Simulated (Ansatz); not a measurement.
## How methods differ on SnH2Cl (SMILES [Cl][SnH2])

SnH2Cl has 4 atoms, charge 0, and is taken as a doublet. As SMILES, `[Cl][SnH2]`. The coordinates come from a PBE0-D4/def2-TZVP relaxation.

```xyz
4

Cl   -1.8826    0.3984   -0.5850
Sn    0.3800   -0.1796   -0.3971
H     0.4125   -1.5000    0.7096
H     1.1455    1.2210    0.2521
```

Quantity: the energy change with the Cl1–Sn2 bond stretched from 2.343 to 4.686 Å, in eV. The values are calculated.

```json
{"level": "UHF/STO-3G", "kind": "Hartree–Fock", "program": "Ansatz", "value (eV)": "4.25", "less FCI/STO-3G": "-0.13", "CPU time (all runs)": "5.6 s"}
{"level": "U-revPBE/STO-3G", "kind": "GGA", "program": "Ansatz", "value (eV)": "4.09", "less FCI/STO-3G": "-0.29", "CPU time (all runs)": "17 s"}
{"level": "U-r2SCAN/STO-3G", "kind": "meta-GGA", "program": "Ansatz", "value (eV)": "4.45", "less FCI/STO-3G": "+0.07", "CPU time (all runs)": "71 s"}
{"level": "UPBE0/STO-3G", "kind": "global hybrid", "program": "Ansatz", "value (eV)": "4.53", "less FCI/STO-3G": "+0.15", "CPU time (all runs)": "12 s"}
{"level": "UCAM-B3LYP/STO-3G", "kind": "range-separated hybrid", "program": "Ansatz", "value (eV)": "4.64", "less FCI/STO-3G": "+0.26", "CPU time (all runs)": "13 s"}
{"level": "UMP2/STO-3G", "kind": "perturbation theory", "program": "Ansatz", "value (eV)": "4.40", "less FCI/STO-3G": "+0.02", "CPU time (all runs)": "7.5 s"}
{"level": "UBCCD(T)/STO-3G", "kind": "coupled cluster or CI", "program": "Ansatz", "value (eV)": "4.38", "less FCI/STO-3G": "0.00", "CPU time (all runs)": "10 s"}
{"level": "FCI/STO-3G", "kind": "exact in the basis", "program": "Ansatz", "value (eV)": "4.38", "less FCI/STO-3G": "0.00", "CPU time (all runs)": "20 s"}
```

FCI/STO-3G is exact within its basis and frozen core, so for wave-function methods in that basis the difference is their error; functionals converge differently with the basis, so for them it is only a difference. All-electron rows without a relativistic Hamiltonian named are non-relativistic. The first shape isn't each level's own minimum. The values span 4.09 to 4.64 eV. Spin contamination of the reference (⟨S²⟩ at least 0.1 too high) touches UHF/STO-3G, U-revPBE/STO-3G, U-r2SCAN/STO-3G, UPBE0/STO-3G, UCAM-B3LYP/STO-3G, UMP2/STO-3G, UBCCD(T)/STO-3G. All rows use very small basis sets, so even the best lies far from the true value. In the correlated wave-function rows the outer d shell of Sn is correlated, in sets not made for it. CPU times are rough (shared hosts, several kinds of processor): they show what a rung costs within a factor of a few.
